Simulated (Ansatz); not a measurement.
Mulliken charges of ClF$_{2}$Sb (`[F][Sb]([F])[Cl]`) from r2SCAN/def2-TZVPP in Ansatz (PBE0-D4/def2-TZVP geometry).

```tsv
atom	x (Å)	y (Å)	z (Å)	charge (e)
F1	-0.767	-0.414	1.417	-0.433
Sb2	0.373	0.618	0.315	1.198
F3	1.445	-0.856	-0.194	-0.433
Cl4	-0.996	0.592	-1.558	-0.331
```

Question: By hand: the dipole of these point charges (1 e Å = 4.8032 D).

Answer: Σ q r = (0.483, 1.094, 0.364) e Å, of length 1.250 e Å = 6.00 D.

Question: How does the dipole of the full density compare? (Estimate.)

Answer: Ansatz gave: (0.244, 0.614, 0.166) e Å, 3.27 D; the point charges give 1.83 times that, at 4° from its direction.

Point charges leave out the atoms' own dipoles, such as those of lone pairs, and Mulliken's split depends on the basis, so the two needn't agree.
